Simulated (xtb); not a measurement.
C3H7O (SMILES [CH2]COC), doublet, at a GFN2-xTB geometry; GFN1-xTB with GBSA(acetonitrile) in xtb 6.7.1.

The xtb input:
```
$ xtb mol.xyz --gfn 1 --uhf 1 --gbsa acetonitrile --json

# file mol.xyz
11

O     -0.04888471    -0.67223206     0.06807397
C     -0.05570954     0.72754744    -0.05659302
C      1.22552848    -1.23619647    -0.08169678
C     -1.41454210     1.25589409     0.10965413
H      0.63394195     1.17647237     0.69219054
H      0.36058092     1.02033849    -1.04593889
H      1.10629343    -2.31142651     0.03364220
H      1.64551219    -1.02047035    -1.07312140
H      1.92143774    -0.86287170     0.68131421
H     -2.22288454     0.58182199     0.29733567
H     -1.58546504     2.31052188     0.04179988
```

Output, abridged:

```
   ID    Z sym.   atoms
    1    8 O      1
    2    6 C      2-4
    3    1 H      5-11

           -------------------------------------------------
          |                Calculation Setup                |
           -------------------------------------------------

           -------------------------------------------------
          |                 G F N 1 - x T B                 |
           -------------------------------------------------

      * Solvation model:               GBSA
        Solvent                        acetonitrile
        Parameter file                 internal GFN1-xTB/GBSA
        Dielectric constant                3.7500E+01
        Reference state                gsolv [1 M gas/solution]
        Free energy shift                  4.2202E-03 Eh       2.6482E+00 kcal/mol
        Temperature                        2.9815E+02 K
        Density                            7.8600E-01 kg/L
        Solvent mass                       4.1050E+01 g/mol
        Interaction kernel             Still
        Born radius scaling (c1)           1.4775E+00
        Born radii integrator          GBOBC
        Born offset                        1.6583E-02 a0       3.1337E-02 AA
        H-bond correction              true
        Ion screening                  false
        Surface tension                    1.0000E-05 Eh       1.5569E+01 dyn/cm
        Grid points                               230 per atom

          ...................................................
          :                      SETUP                      :
          :.................................................:
          :  # basis functions                  30          :
          :  # atomic orbitals                  30          :
          :  # shells                           22          :
          :  # electrons                        25          :
          :  # halogen bonds                     0          :
          :  max. iterations                   250          :
          :  Hamiltonian                  GFN1-xTB          :
          :  restarted?                      false          :
          :  GBSA solvation                   true          :
          :  PC potential                    false          :
          :  electronic temp.          300.0000000     K    :
          :  accuracy                    1.0000000          :
          :  -> integral cutoff          0.2500000E+02      :
          :  -> integral neglect         0.1000000E-07      :
          :  -> SCF convergence          0.1000000E-05 Eh   :
          :  -> wf. convergence          0.2000000E-04 e    :
          :  Broyden damping             0.4000000          :
          :  net charge                          0          :
          :  unpaired electrons                  1          :
          ...................................................

 iter      E             dE          RMSdq      gap      omega  full diag
   1    -14.8399662 -0.148400E+02  0.747E+00    5.56       0.0  T
   2    -14.8780616 -0.380954E-01  0.446E+00    5.72       1.0  T
   3    -14.8785411 -0.479512E-03  0.883E-01    5.88       1.0  T
   4    -14.8796425 -0.110142E-02  0.966E-02    5.88       1.0  T
   5    -14.8796967 -0.541852E-04  0.246E-02    5.86       1.2  T
   6    -14.8796995 -0.276831E-05  0.450E-03    5.85       6.7  T
   7    -14.8796995 -0.597160E-07  0.196E-03    5.85      15.4  T
   8    -14.8796996 -0.260200E-07  0.591E-05    5.85     509.8  T
   9    -14.8796996 -0.239861E-10  0.248E-05    5.85    1216.4  T

   *** convergence criteria satisfied after 9 iterations ***

         :::::::::::::::::::::::::::::::::::::::::::::::::::::
         ::                     SUMMARY                     ::
         :::::::::::::::::::::::::::::::::::::::::::::::::::::
         :: total energy             -14.731784933486 Eh    ::
         :: total w/o Gsasa/hb       -14.731411367304 Eh    ::
         :: gradient norm              0.015597558165 Eh/a0 ::
         :: HOMO-LUMO gap              5.848613045393 eV    ::
         ::.................................................::
         :: SCC energy               -14.879699574141 Eh    ::
         :: -> electrostatic           0.045009691383 Eh    ::
         :: -> Gsolv                  -0.007574086555 Eh    ::
         ::    -> Gelec               -0.007200520374 Eh    ::
         ::    -> Gsasa               -0.004255693117 Eh    ::
         ::    -> Ghb                 -0.000338060326 Eh    ::
         ::    -> Gshift               0.004220187262 Eh    ::
         :: repulsion energy           0.150540558082 Eh    ::
         :: dispersion energy         -0.002625917426 Eh    ::
         :: halogen bond corr.         0.000000000000 Eh    ::
         :: add. restraining           0.000000000000 Eh    ::
         :: total charge              -0.000000000000 e     ::
         :::::::::::::::::::::::::::::::::::::::::::::::::::::

           -------------------------------------------------
          |                Property Printout                |
           -------------------------------------------------

    * Orbital Energies and Occupations

         #    Occupation            Energy/Eh            Energy/eV
      -------------------------------------------------------------
         1        2.0000           -0.7933278             -21.5875
         2        2.0000           -0.6879659             -18.7205
         3        2.0000           -0.6438441             -17.5199
         4        2.0000           -0.6197694             -16.8648
         5        2.0000           -0.6014090             -16.3652
         6        2.0000           -0.5894049             -16.0385
         7        2.0000           -0.5684032             -15.4670
         8        2.0000           -0.5246887             -14.2775
         9        2.0000           -0.5181076             -14.0984
        10        2.0000           -0.5018868             -13.6570
        11        2.0000           -0.4884014             -13.2901
        12        2.0000           -0.4501165             -12.2483
        13        1.0000           -0.3482330              -9.4759 (HOMO)
        14                         -0.1333004              -3.6273 (LUMO)
        15                         -0.1168571              -3.1798
        16                         -0.1012973              -2.7564
        17                         -0.0889293              -2.4199
        18                         -0.0640973              -1.7442
        19                         -0.0552257              -1.5028
        20                         -0.0491693              -1.3380
        21                          0.0752877               2.0487
        22                          0.1229347               3.3452
        23                          0.2062991               5.6137
        24                          0.2235275               6.0825
       ...                                ...                  ...
        30                          0.4386278              11.9357
      -------------------------------------------------------------
                  HL-Gap            0.2149326 Eh            5.8486 eV
             Fermi-level           -0.3199707 Eh           -8.7068 eV

  Mulliken/CM5 charges         n(s)   n(p)   n(d)
     1O    -0.48985 -0.59668   1.688  4.802  0.000
     2C     0.21287  0.13666   0.988  2.799  0.000
     3C     0.16651  0.04525   0.971  2.862  0.000
     4C    -0.13465 -0.24034   1.064  3.071  0.000
     5H     0.03634  0.09709   0.964  0.000  0.000
     6H     0.03635  0.09710   0.964  0.000  0.000
     7H     0.03707  0.09790   0.963  0.000  0.000
     8H     0.02346  0.08202   0.977  0.000  0.000
     9H     0.02347  0.08202   0.977  0.000  0.000
    10H     0.04511  0.10204   0.955  0.000  0.000
    11H     0.04331  0.09694   0.957  0.000  0.000

Wiberg/Mayer (AO) data.
largest (>0.10) Wiberg bond orders for each atom

 ---------------------------------------------------------------------------
     #   Z sym  total        # sym  WBO       # sym  WBO       # sym  WBO
 ---------------------------------------------------------------------------
     1   8 O    1.997 --     3 C    0.947     2 C    0.943
     2   6 C    3.921 --     4 C    1.100     1 O    0.943     5 H    0.929
                             6 H    0.929
     3   6 C    3.912 --     7 H    0.983     8 H    0.980     9 H    0.980
                             1 O    0.947
     4   6 C    3.207 --     2 C    1.100    11 H    0.987    10 H    0.987
     5   1 H    1.013 --     2 C    0.929
     6   1 H    1.013 --     2 C    0.929
     7   1 H    1.016 --     3 C    0.983
     8   1 H    1.009 --     3 C    0.980
     9   1 H    1.009 --     3 C    0.980
    10   1 H    1.004 --     4 C    0.987
    11   1 H    1.001 --     4 C    0.987
 ---------------------------------------------------------------------------

Topologies differ in total number of bonds
Writing topology from bond orders to xtbtopo.mol

 dipole moment from electron density (au)
     X       Y       Z
   0.9231   0.4184  -0.1828  total (Debye):    2.618

           -------------------------------------------------
          | TOTAL ENERGY              -14.731784933486 Eh   |
          | GRADIENT NORM               0.015597558165 Eh/α |
          | HOMO-LUMO GAP               5.848613045393 eV   |
           -------------------------------------------------

normal termination of xtb
```
